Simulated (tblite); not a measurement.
Compound: C5H15NSi2.
Cartesian coordinates in Å at the GFN2-xTB level; atoms count from 1:
```
atom  x, y, z in Å
C1    -2.596    0.993    0.503
C2    -1.680   -0.219    0.630
C3    -1.842   -1.134   -0.580
Si4    0.131    0.319    0.890
C5     0.981    1.130   -0.604
C6     2.463    0.744   -0.573
Si7    2.623   -1.047    0.040
N8     1.182   -1.059    0.999
H9    -2.321    1.591   -0.363
H10   -3.635    0.683    0.386
H11   -2.526    1.623    1.387
H12   -1.994   -0.779    1.517
H13   -1.605   -0.599   -1.498
H14   -2.868   -1.496   -0.656
H15   -1.179   -1.993   -0.504
H16    0.229    1.150    2.106
H17    0.870    2.215   -0.622
H18    0.538    0.759   -1.529
H19    2.923    0.904   -1.549
H20    2.983    1.400    0.125
H21    2.549   -2.040   -1.040
H22    3.806   -1.280    0.873
H23    0.964   -1.836    1.596
```

All values are computed: GFN2-xTB (tblite) harmonic vibrations without scaling, gas phase. Against measured fundamentals such values can be off by several per cent, at times by over 20. Modes of hydrogen on silicon can be 10 to 20 % off. One conformer, not necessarily the lowest.

Harmonic wavenumbers (cm⁻¹): 34.4, 56.1, 104.4, 141.7, 179.7, 219.3, 237.3, 248.8, 331.1, 356.8, 366.6, 391.1, 406.8, 487.5, 535.4, 593.6, 624.0, 641.2, 680.4, 694.4, 752.6, 780.5, 799.7, 814.0, 835.5, 920.7, 945.2, 951.7, 995.9, 1041.3, 1054.5, 1068.8, 1136.7, 1139.4, 1143.5, 1183.3, 1274.8, 1286.2, 1290.4, 1315.6, 1410.7, 1423.5, 1481.4, 1496.5, 1501.3, 1508.9, 1513.5, 1515.8, 2153.6, 2193.7, 2234.1, 2924.7, 2958.7, 2971.2, 2979.2, 2989.2, 2996.0, 3001.7, 3021.2, 3027.3, 3031.5, 3034.6, 3509.1.

A = 2678, B = 862.0, C = 786.1 MHz; mass 145.074 u (most abundant isotopes); point group C1, symmetry number 1.

**Question.** Zero-point energy?

**Answer.** Half the sum of the wavenumbers: 41469 cm⁻¹ = 118.57 kcal/mol.

**Question.** What is S at 350 K and 1 bar for an ideal gas of classical rigid rotors and harmonic oscillators?

**Answer.** Translation 41.65, rotation 30.04, vibration 41.51: S = 113.2 cal/(mol K).

**Question.** And Cp and H(350 K) − H(0)?

**Answer.** Cp = 52.44 cal/(mol K), of which vibrations give 44.49 (their classical limit is 63 R = 125.2); H(350 K) − H(0) = 10.48 kcal/mol without the zero-point energy, 7.69 from vibrations.

**Question.** How do the functions run with temperature in this model?

**Answer.** 
```
 T (K)  S (cal/(mol K))  Cp (cal/(mol K))  H − H(0) (kcal/mol)  G − H(0) (kcal/mol)  ln q(vib)
    50             60.3              13.6                 0.52                -2.49       0.76
   100             71.7              20.2                 1.37                -5.80       2.13
298.15            105.3              46.0                 7.92               -23.48       8.19
373.15            116.6              55.2                11.72               -31.80      10.56
   500            134.7              68.4                19.59               -47.76      14.56
   750            166.2              87.0                39.18               -85.48      22.23
  1000            193.0              99.3                62.56              -130.48      29.38
```

q(vib) and H(0) count from the zero-point level.

**Question.** Blend soft modes into free rotors: weight 1/[1 + (100 cm⁻¹/ν̃)⁴] for the oscillator and the rest for a rotor with moment μB/(μ + B), μ = h/(8π²ν), B = 10⁻⁴⁴ kg m². What vibrational entropy results?

**Answer.** 38.12 cal/(mol K) in place of 41.51, which changes −T·S at 350 K by +1.19 kcal/mol.

**Question.** Which modes carry the vibrational entropy at 350 K?

**Answer.** 34.4 cm⁻¹: 5.88; 56.1 cm⁻¹: 4.91; 104.4 cm⁻¹: 3.68; 141.7 cm⁻¹: 3.09; 179.7 cm⁻¹: 2.63; 219.3 cm⁻¹: 2.26 cal/(mol K); the other 57 give 19.06 together.

**Question.** What must be added to the electronic energy to get the Gibbs energy at 350 K and 1 bar?

**Answer.** ZPE + [H(350 K) − H(0)] − T·S = 118.57 + 10.48 − 39.62 = 89.43 kcal/mol.

Hindered rotation and anharmonicity are outside this model. Other conformers, if any are populated, would add a mixing term that is left out. The structure is chiral; the term R ln 2 for an equal mix with its mirror image is left out.
